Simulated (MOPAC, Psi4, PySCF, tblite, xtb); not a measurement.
Dimer O2S ··· COS (SMILES O=S=O and O=C=S) at R = 3.36 Å between the centres of mass, closest contact 2.55 Å (a higher rigid-body minimum at GFN2-xTB). Geometry in Å and degrees:

```
6

O     -1.239    -0.244     0.000
S      0.000     0.488     0.000
O      1.239    -0.243     0.000
O      0.176     0.811     2.523
C      0.034    -0.216     3.031
S     -0.157    -1.606     3.719
```

- GFN2-xTB (tblite)
- SAPT0/jun-cc-pVDZ, frozen core (Psi4)
- B3LYP/def2-TZVP, counterpoise-corrected (Psi4)
- B3LYP-D3(BJ)/def2-TZVP, counterpoise-corrected (Psi4)
- PBE/def2-TZVP, counterpoise-corrected (Psi4)
- PBE-D3(BJ)/def2-TZVP, counterpoise-corrected (Psi4)
- HF/aug-cc-pVDZ, counterpoise-corrected (Psi4)
- MP2/aug-cc-pVDZ = DF-MP2/aug-cc-pVDZ, frozen core, counterpoise-corrected in Psi4
- SCS-MP2/aug-cc-pVDZ = DF-SCS-MP2/aug-cc-pVDZ, frozen core, counterpoise-corrected (Psi4)
- PM7, restricted, heats of formation (MOPAC)
- AM1, restricted, heats of formation (MOPAC)
- GFN1-xTB (xtb)
- RKS-B3LYP/6-31G* = PySCF with restricted B3LYP/6-31G*, spherical d, no counterpoise correction
- RMP2/6-31G* = restricted MP2 (frozen core)/6-31G*, spherical d, no counterpoise correction in PySCF 2.14.0
- RHF/STO-3G = restricted Hartree-Fock/STO-3G, no counterpoise correction (PySCF)
- RKS-LDA (SVWN5)/6-31G* = PySCF 2.14.0 with restricted LDA (SVWN5)/6-31G*, spherical d, no counterpoise correction

What interaction energy does each level give?


```json
[
 {"method": "GFN2-xTB", "E_int / kJ/mol": "-21.19"},
 {"method": "GFN1-xTB", "E_int / kJ/mol": "-20.33"},
 {"method": "RKS-LDA (SVWN5)/6-31G*", "E_int / kJ/mol": "-9.56"},
 {"method": "B3LYP-D3(BJ)/def2-TZVP", "E_int / kJ/mol": "4.19"},
 {"method": "SAPT0/jun-cc-pVDZ", "E_int / kJ/mol": "4.64"},
 {"method": "PBE-D3(BJ)/def2-TZVP", "E_int / kJ/mol": "5.93"},
 {"method": "RMP2/6-31G*", "E_int / kJ/mol": "9.64"},
 {"method": "MP2/aug-cc-pVDZ", "E_int / kJ/mol": "12.11"},
 {"method": "RKS-B3LYP/6-31G*", "E_int / kJ/mol": "12.20"},
 {"method": "PM7", "E_int / kJ/mol": "12.34"},
 {"method": "PBE/def2-TZVP", "E_int / kJ/mol": "12.98"},
 {"method": "AM1", "E_int / kJ/mol": "13.39"},
 {"method": "RHF/STO-3G", "E_int / kJ/mol": "14.86"},
 {"method": "B3LYP/def2-TZVP", "E_int / kJ/mol": "16.47"},
 {"method": "SCS-MP2/aug-cc-pVDZ", "E_int / kJ/mol": "16.61"},
 {"method": "HF/aug-cc-pVDZ", "E_int / kJ/mol": "21.67"}
]
```
